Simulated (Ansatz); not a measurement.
C3H5FSi (`FC1C=C[SiH2]1`), relaxed with RKS PBE0-D4/def2-TZVP in Ansatz from a PBE-D4/def2-SVP geometry. The force threshold is 0.005 eV/Å; the program also tests the step.

Total charge 0; spin multiplicity 1.

Start:

```xyz
10

F    -1.878    1.155    0.301
C    -0.534    0.834    0.451
C     0.234    0.734   -0.854
C     0.837   -0.486   -0.886
Si   -0.028   -1.034    0.689
H    -0.079    1.565    1.159
H     0.285    1.544   -1.609
H     1.543   -0.853   -1.646
H    -1.166   -1.999    0.509
H     0.786   -1.459    1.886
```

By how much does the energy fall, and how many steps does the optimiser take? (Best estimate.)

Computed: 4.74 kJ/mol, in 7 steps.

Which bonds change most? (An estimate is asked.)

Ansatz gave: C2–Si5 from 1.950 to 1.920 Å; C4–Si5 from 1.878 to 1.856 Å; C2–H6 from 1.115 to 1.094 Å; Si5–H10 from 1.509 to 1.490 Å.

Give the relaxed structure. (Best estimate.)

Ansatz gave: 
```xyz
10

F    -1.862    1.144    0.292
C    -0.524    0.820    0.452
C     0.238    0.722   -0.843
C     0.826   -0.485   -0.881
Si   -0.029   -1.021    0.676
H    -0.092    1.547    1.148
H     0.298    1.524   -1.579
H     1.515   -0.841   -1.636
H    -1.152   -1.979    0.513
H     0.781   -1.431    1.858
```
